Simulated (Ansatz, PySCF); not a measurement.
The pair A = BFH2O2 (SMILES OB(O)F) (first 6 atoms), B = HF (SMILES F); geometry from B3LYP-D3(BJ)/def2-TZVP.
(charge 0, multiplicity 1):
```xyz
8

O      1.1091     0.8348     0.2336
B      0.0276     0.0340     0.1597
O     -0.4567    -0.5168     1.3137
F     -0.5826    -0.2359    -1.0041
H      1.3992     1.1900    -0.6120
H     -1.2297    -1.0779     1.1930
F      0.2876    -0.3480     3.8796
H      0.0913    -0.3569     2.9618
```

Correlated levels freeze the cores. Rows in 6-31G* carry no dispersion term and start afresh at each structure (6-31G* with six Cartesian d functions).

The values were computed with Ansatz (a quantum-chemistry and plane-wave program) with Gaussian orbitals; PySCF for 6-31G* rows. Values without a source in brackets are computed.

Total energies (hartree), monomers frozen at their geometry in the pair:

```tsv
structure	HF/6-31G*	B3LYP/6-31G*	MP2/aug-cc-pVDZ
AB	-375.1977955	-376.9338151	-376.1816887
A in the pair's basis	-275.1848210	-276.5016036	-275.9150577
B in the pair's basis	-100.0028083	-100.4211470	-100.2563901
A	-275.1841410	-276.5002797	-275.9137692
B	-100.0020226	-100.4201477	-100.2556033
```

Question: Work out the interaction energy without and with the counterpoise correction, and the superposition error, for each level.

Answer: 
E(AB) − E(A) − E(B), times 627.509 kcal/mol, with the monomers in their own basis and then in the pair's basis:
- HF/6-31G*: -7.30 uncorrected, -6.38 corrected; the monomers gain 0.92 kcal/mol from borrowed functions
- B3LYP/6-31G*: -8.40 uncorrected, -6.94 corrected; the monomers gain 1.46 kcal/mol from borrowed functions
- MP2/aug-cc-pVDZ: -7.73 uncorrected, -6.43 corrected; the monomers gain 1.30 kcal/mol from borrowed functions
